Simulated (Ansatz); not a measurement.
Ansatz (a program for electronic structure) input (B3LYP/6-31G* with LANL2DZ past Ar): The .json file joins the Basis Set Exchange's 6-31G* for atoms up to Ar and LANL2DZ past it.

Ansatz 0.2 input:
```yaml
crystal:
  periodic: [false, false, false]
  atoms:
    - {symbol: Zn, position_ang: [-0.30999298, -0.15746750, -0.24205367]}
    - {symbol: O, position_ang: [1.02838457, 0.41758014, 0.79150724]}
    - {symbol: H, position_ang: [1.07271279, 1.38338387, 0.92955214]}
basis:
  gaussian:
    orbitals: 6-31Gs+LANL2DZ.json
hamiltonian:
  xc: {name: B3LYP}
total_charge: 1
phonons: {temperatures: {t_min: 298.15, t_max: 298.15, t_step: 100}}
```

Output:

```
WARN ansatz: RAYON_NUM_THREADS=1 ignored (pool sized by the plan → 1); use --threads N
Functional definition: B3LYP
integrals: 0.01 GiB planned
402 factors; integrals over basis functions are off by at most 4.1e-4 eV
mean field: 0.08 GiB planned
mean field evaluation 1: about -3814.6639 eV, gradient 1.1e2 eV
mean field evaluation 2: about -3631.4190 eV, gradient 2.0e2 eV
mean field evaluation 4: about -3838.2992 eV, gradient 2.0e1 eV
mean field evaluation 8: about -3838.8817 eV, gradient 3.8e-1 eV
mean field evaluation 16: about -3838.8858 eV, gradient 1.7e-5 eV
mean field -3838.88579729 eV, -141.0764509600 hartree, gradient 1.7e-5 eV, S^2 0.000000; 0 other end points of the search recorded, 0 dependent functions left out
the calculation of the forces begins
reference -3838.88598721 eV, -141.0764579395 hartree; 10, 10 occupied and 25, 25 virtual orbitals, 402 factors
these checks for a lower state are left out or cut short: stability, starts, cluster_reference, orbital_swaps, neighbouring_geometries, increment
integrals: 0.01 GiB planned
402 factors; integrals over basis functions are off by at most 4.1e-4 eV
mean field: 0.08 GiB planned
mean field -3838.88573403 eV, -141.0764486356 hartree, gradient 1.6e-6 eV, S^2 0.000000; 0 other end points of the search recorded, 0 dependent functions left out
the calculation of the forces begins
reference -3838.88592394 eV, -141.0764556145 hartree; 10, 10 occupied and 25, 25 virtual orbitals, 402 factors
these checks for a lower state are left out or cut short: stability, starts, cluster_reference, orbital_swaps, neighbouring_geometries, increment
integrals: 0.01 GiB planned
402 factors; integrals over basis functions are off by at most 4.1e-4 eV
mean field: 0.08 GiB planned
mean field -3838.88573456 eV, -141.0764486548 hartree, gradient 2.5e-6 eV, S^2 0.000000; 0 other end points of the search recorded, 0 dependent functions left out
the calculation of the forces begins
reference -3838.88592449 eV, -141.0764556348 hartree; 10, 10 occupied and 25, 25 virtual orbitals, 402 factors
these checks for a lower state are left out or cut short: stability, starts, cluster_reference, orbital_swaps, neighbouring_geometries, increment
integrals: 0.01 GiB planned
402 factors; integrals over basis functions are off by at most 4.1e-4 eV
mean field: 0.08 GiB planned
mean field evaluation 32: about -3838.8820 eV, gradient 5.8e-2 eV
mean field -3838.88579153 eV, -141.0764507484 hartree, gradient 1.4e-6 eV, S^2 0.000000; 0 other end points of the search recorded, 0 dependent functions left out
the calculation of the forces begins
reference -3838.88598147 eV, -141.0764577286 hartree; 10, 10 occupied and 25, 25 virtual orbitals, 402 factors
these checks for a lower state are left out or cut short: stability, starts, cluster_reference, orbital_swaps, neighbouring_geometries, increment
integrals: 0.01 GiB planned
402 factors; integrals over basis functions are off by at most 4.1e-4 eV
mean field: 0.08 GiB planned
mean field -3838.88579151 eV, -141.0764507479 hartree, gradient 8.6e-7 eV, S^2 0.000000; 0 other end points of the search recorded, 0 dependent functions left out
the calculation of the forces begins
reference -3838.88598142 eV, -141.0764577267 hartree; 10, 10 occupied and 25, 25 virtual orbitals, 402 factors
these checks for a lower state are left out or cut short: stability, starts, cluster_reference, orbital_swaps, neighbouring_geometries, increment
integrals: 0.01 GiB planned
402 factors; integrals over basis functions are off by at most 4.1e-4 eV
mean field: 0.08 GiB planned
mean field -3838.88572964 eV, -141.0764484741 hartree, gradient 1.0e-6 eV, S^2 0.000000; 0 other end points of the search recorded, 0 dependent functions left out
the calculation of the forces begins
reference -3838.88591953 eV, -141.0764554523 hartree; 10, 10 occupied and 25, 25 virtual orbitals, 402 factors
these checks for a lower state are left out or cut short: stability, starts, cluster_reference, orbital_swaps, neighbouring_geometries, increment
integrals: 0.01 GiB planned
402 factors; integrals over basis functions are off by at most 4.1e-4 eV
mean field: 0.08 GiB planned
mean field -3838.88572923 eV, -141.0764484590 hartree, gradient 1.6e-6 eV, S^2 0.000000; 0 other end points of the search recorded, 0 dependent functions left out
the calculation of the forces begins
reference -3838.88591919 eV, -141.0764554398 hartree; 10, 10 occupied and 25, 25 virtual orbitals, 402 factors
these checks for a lower state are left out or cut short: stability, starts, cluster_reference, orbital_swaps, neighbouring_geometries, increment
integrals: 0.01 GiB planned
402 factors; integrals over basis functions are off by at most 4.2e-4 eV
mean field: 0.08 GiB planned
mean field evaluation 64: about -3838.8857 eV, gradient 1.4e-6 eV
mean field -3838.88571785 eV, -141.0764480407 hartree, gradient 1.3e-6 eV, S^2 0.000000; 0 other end points of the search recorded, 0 dependent functions left out
the calculation of the forces begins
reference -3838.88590781 eV, -141.0764550216 hartree; 10, 10 occupied and 25, 25 virtual orbitals, 402 factors
these checks for a lower state are left out or cut short: stability, starts, cluster_reference, orbital_swaps, neighbouring_geometries, increment
integrals: 0.01 GiB planned
402 factors; integrals over basis functions are off by at most 4.1e-4 eV
mean field: 0.08 GiB planned
mean field -3838.88571749 eV, -141.0764480275 hartree, gradient 1.7e-6 eV, S^2 0.000000; 0 other end points of the search recorded, 0 dependent functions left out
the calculation of the forces begins
reference -3838.88590737 eV, -141.0764550056 hartree; 10, 10 occupied and 25, 25 virtual orbitals, 402 factors
these checks for a lower state are left out or cut short: stability, starts, cluster_reference, orbital_swaps, neighbouring_geometries, increment
integrals: 0.01 GiB planned
402 factors; integrals over basis functions are off by at most 4.1e-4 eV
mean field: 0.08 GiB planned
mean field -3838.88578618 eV, -141.0764505520 hartree, gradient 1.0e-6 eV, S^2 0.000000; 0 other end points of the search recorded, 0 dependent functions left out
the calculation of the forces begins
reference -3838.88597615 eV, -141.0764575333 hartree; 10, 10 occupied and 25, 25 virtual orbitals, 402 factors
these checks for a lower state are left out or cut short: stability, starts, cluster_reference, orbital_swaps, neighbouring_geometries, increment
integrals: 0.01 GiB planned
402 factors; integrals over basis functions are off by at most 4.1e-4 eV
mean field: 0.08 GiB planned
mean field -3838.88578611 eV, -141.0764505492 hartree, gradient 8.8e-7 eV, S^2 0.000000; 0 other end points of the search recorded, 0 dependent functions left out
the calculation of the forces begins
reference -3838.88597598 eV, -141.0764575269 hartree; 10, 10 occupied and 25, 25 virtual orbitals, 402 factors
these checks for a lower state are left out or cut short: stability, starts, cluster_reference, orbital_swaps, neighbouring_geometries, increment
integrals: 0.01 GiB planned
402 factors; integrals over basis functions are off by at most 4.1e-4 eV
mean field: 0.08 GiB planned
mean field -3838.88572320 eV, -141.0764482374 hartree, gradient 1.5e-6 eV, S^2 0.000000; 0 other end points of the search recorded, 0 dependent functions left out
the calculation of the forces begins
reference -3838.88591306 eV, -141.0764552148 hartree; 10, 10 occupied and 25, 25 virtual orbitals, 402 factors
these checks for a lower state are left out or cut short: stability, starts, cluster_reference, orbital_swaps, neighbouring_geometries, increment
integrals: 0.01 GiB planned
402 factors; integrals over basis functions are off by at most 4.2e-4 eV
mean field: 0.08 GiB planned
mean field evaluation 96: about -3838.8857 eV, gradient 1.1e-1 eV
mean field -3838.88572358 eV, -141.0764482512 hartree, gradient 7.8e-7 eV, S^2 0.000000; 0 other end points of the search recorded, 0 dependent functions left out
the calculation of the forces begins
reference -3838.88591355 eV, -141.0764552328 hartree; 10, 10 occupied and 25, 25 virtual orbitals, 402 factors
Total energy: -3838.88598721 eV, -141.0764579395 hartree
Atom 0 at    -0.309993    -0.157468    -0.242054 Å, force     0.000007    -0.000013     0.000004 eV/Å
Atom 1 at     1.028385     0.417580     0.791507 Å, force    -0.000031     0.000003    -0.000022 eV/Å
Atom 2 at     1.072713     1.383384     0.929552 Å, force     0.000023     0.000010     0.000018 eV/Å
Dipole moment:    -0.684986    -0.059480    -0.503231 e Å
Vibrations: 678.02 890.05 3715.26 cm⁻¹, zero-point energy 0.327525 eV
```

The blocks after the first are displaced geometries, from whose forces the wavenumbers follow.

The dipole moment of an ion depends on the origin.
